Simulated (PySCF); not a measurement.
**Question.** What does the PBE0-D3(BJ)/def2-SVP structure of [WOF5]2-, `[O]=[W-2]([F])([F])([F])([F])[F]` [radical] look like in three dimensions? (Charge -2 and doublet state.)

**Answer.** 
```
atom  x, y, z in Å
W1    -0.001    0.000    0.150
O2    -0.014   -0.010    1.888
F3     0.011    0.006   -1.861
F4     1.972    0.007   -0.029
F5    -1.971   -0.005   -0.059
F6    -0.004    1.972   -0.039
F7     0.007   -1.971   -0.051
```

Orientation and origin are arbitrary. Atoms count from 1 in this order. W1 (tungsten bonded to 5 F and O) is distorted octahedral (the three widest angles are 179.8°, 168.7° and 168.7°, the others run from 84.3° to 95.8°). The 5 F–W bonds span 1.981 Å (W1–F4) to 2.011 Å (W1–F3), a spread of 0.030 Å.

Bonds between heavy atoms (Å): W1–O2 1.738, W1–F3 2.011, W1–F4 1.981, W1–F5 1.981, W1–F6 1.981, W1–F7 1.981.

Computed with PBE0-D3(BJ)/def2-SVP geometry optimisation, gas phase, def2 core potentials past Kr in PySCF 2.14.0.

Point group: C4v (every atom within 0.08 Å of its image). Whether it is a minimum is left open (no frequencies). ⟨S²⟩ = 0.755 (exact for a doublet: 0.75). Whether so highly charged an anion holds all its electrons in the gas phase wasn't checked; a finite basis holds them in any case. No counter-ion or solvent screens the charge of this multiply charged ion. The geometry's basis has no diffuse functions, a weakness for an anion.

Neither the SCF state along the optimisation nor the shape of the open-shell metal species was proved the lowest: other solutions of the same spin, or a structure of lower symmetry, can lie below.
